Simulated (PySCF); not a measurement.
# Two-component Hartree-Fock for Bi⁷³⁺ (bismuth, charge +73)

Start: [Ne]. Calculated with PySCF 2.14 in an uncontracted even-tempered set (16 s from 62 bohr⁻², ratio 2.4; 13 p from 81 bohr⁻², ratio 2.4; 5 d from 280 bohr⁻², ratio 2.6; 4 f from 420 bohr⁻², ratio 2.6): generalised Hartree-Fock with the X2C-1e Hamiltonian and a Gaussian nucleus; one run each with spin-orbit coupling (SO) switched off, then screened by Boettger's factors.

```
spinor shell  electrons  ε, spin-free (eV)  ε, screened SO (eV)  weight of nominal j (screened SO)  rms radius, screened SO (bohr)
       1s1/2          2           -98124.5             -98093.7                              1.000                          0.0178
       2s1/2          2           -23135.5             -23127.8                              1.000                          0.0706
       2p1/2          2           -20813.2             -22555.1                              1.000                          0.0595
```

Question: Where does 2p3/2 lie, and what is the 2p spin-orbit splitting (screened SO)?

Answer: At -20154.1 eV, 2400.9 eV above 2p1/2.

| quantity | spin-free | screened SO |
| --- | --- | --- |
| E (hartree) | -14287.69954 | -14320.07399 |
| M_J | 0 | 0 |
| ⟨J²⟩ | 0.000 | 0.000 |
| ⟨L²⟩ | 0.000 | 0.058 |
| ⟨S²⟩ | 0.000 | 0.058 |

Breit and QED terms are absent; they matter most for the inner s and p1/2 levels.

Densities and radii are taken from the X2C orbitals without a picture-change correction, which distorts them close to the nucleus.

Without spin-orbit coupling the j labels of p, d and f shells carry no meaning; the spin-free column gives the mean over the occupied spinors of each nl shell.
